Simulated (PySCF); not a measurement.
# How methods differ on the excitation energy of Co

Co [Ar] 3d7 4s2 (4F) → Co [Ar] 3d6 4s2 4p1 (high-spin determinant), as a difference of total energies. Calculation: PySCF 2.14, in aug-cc-pVTZ (8s7p5d3f2g, 93 functions); no relativity, point nucleus. Correlated levels: valence: [Ar] frozen. The calculations carry no spin-orbit coupling.

| method | excitation energy (eV) |
| --- | --- |
| UHF | 5.428 |
| MP2 (valence) | 6.904 |
| SCS-MP2 (valence) | 7.042 |
| CCSD (valence) | 6.602 |
| CCSD(T) (valence) | 6.227 |

How much does correlation contribute at CCSD(T) (valence)?

6.227 − (5.428) = 0.799 eV, measured against UHF.

The coupled-cluster amplitudes are large for the upper state (T1 above 0.03 or a double amplitude above 0.15), so a single reference is strained.

The determinant of the upper state mixes LS terms, which raises its energy above the lowest term, most at the Hartree-Fock and MP2 levels.
